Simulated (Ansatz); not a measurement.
A nudged elastic band was laid between two geometries of C3H9AlBCl (15 atoms, charge 0, multiplicity 1).

Theory: RKS B3LYP-D4/STO-3G (Ansatz 0.2.0).

* movable images: 5
* climbing image: yes
* spring: 5.0 eV/Å²
* optimiser: quadratic models (default)
* start path: through a guess of the saddle point
* force threshold: 0.05 eV/Å
* iteration limit: 60
* end points: relaxed

First end point:

```xyz
15
Properties=species:S:1:pos:R:3
B -0.409 -2.365 1.544
Al -0.922 -0.445 1.176
C 0.043 0.495 -0.217
C 1.129 -0.181 -1.091
C -0.477 1.808 -0.853
Cl 0.942 1.013 1.498
H -0.923 -3.269 0.995
H 0.419 -2.680 2.318
H -2.122 0.275 1.714
H 0.638 -0.573 -1.998
H 1.913 0.527 -1.407
H 1.605 -1.024 -0.567
H -1.145 2.351 -0.167
H -1.055 1.539 -1.755
H 0.342 2.478 -1.161
```

Last end point:

```xyz
15
Properties=species:S:1:pos:R:3
B -0.314 -2.324 1.623
Al -0.889 -0.432 1.208
C 0.023 0.489 -0.233
C 1.110 -0.187 -1.106
C -0.542 1.767 -0.898
Cl 0.944 1.085 1.444
H -0.809 -3.259 1.108
H 0.538 -2.592 2.388
H -2.095 0.275 1.747
H 1.871 0.529 -1.458
H 1.615 -1.002 -0.565
H 0.612 -0.619 -1.992
H -1.210 2.315 -0.216
H -1.130 1.458 -1.780
H 0.254 2.448 -1.242
```

**Question.** Which bonds break or form, and what moves?

**Answer.** No bond is made or broken. The dihedral Cl6–C3–C4–H11 goes from -67 to 56°. The two ends are copies of one structure, up to a mirror image or an exchange of like atoms.

**Question.** What energy profile does the band end with?

**Answer.** The forces met the threshold. The highest image is number 3 of 0 to 6, 46.6 kJ/mol above the ends, which have the same energy within 2 meV. A vibrational analysis at the climbing image gives one clearly imaginary mode, 242i cm⁻¹, and a faint second one (37i cm⁻¹) that may be numerical noise or a soft torsion: probably a first-order saddle point. Limits of this set-up: minimal basis.

| image | path coordinate (Å) | energy (kJ/mol) | dihedral Cl6–C3–C4–H11 (°) |
| --- | --- | --- | --- |
| 0 | 0.00 | 0.0 | -67 |
| 1 | 1.71 | 21.9 | -68 |
| 2 | 3.43 | 30.6 | -55 |
| 3 | 5.14 | 46.6 | 1 |
| 4 | 7.00 | 30.9 | 58 |
| 5 | 8.85 | 23.4 | 54 |
| 6 | 10.70 | 0.0 | 56 |

**Question.** What is the geometry of the highest image?

**Answer.** 
```xyz
15
Properties=species:S:1:pos:R:3
B -0.992 -2.180 1.085
Al -0.405 -0.299 1.522
C 0.351 0.732 0.045
C 1.466 -0.036 -0.769
C -0.767 1.240 -0.927
Cl 1.149 2.291 0.774
H -2.080 -2.428 0.715
H -0.285 -3.117 1.162
H -0.558 0.349 2.867
H 1.186 -0.119 -1.830
H 2.427 0.497 -0.714
H 1.627 -1.056 -0.383
H -1.525 1.836 -0.393
H -1.270 0.376 -1.393
H -0.346 1.864 -1.730
```

The run took 7.7 min on 1 thread of Arm Neoverse V1 (shared host), peak memory 0.13 GiB.
